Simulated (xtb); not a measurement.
Harmonic IR lines of one isomer of C$_{2}$H$_{2}$N$_{2}$O, unscaled. All values below come from GFN2-xTB run with xtb 6.7.1.

| wavenumber (cm⁻¹) | relative intensity |
|---|---|
| 478 | 18 |
| 501 | 8.6 |
| 762 | 4.6 |
| 974 | 4.3 |
| 1151 | 6.8 |
| 1339 | 73 |
| 1794 | 100 |
| 2424 | 63 |
| 2795 | 22 |
| 3397 | 5.4 |

### Question
Which structure gives these lines?
(A) `[H]/N=C/OC#N`
(B) `N#CNC=O`
(C) `N#C/N=C\O`
(D) `N#C/N=C/O`

### Answer
B, `N#CNC=O`
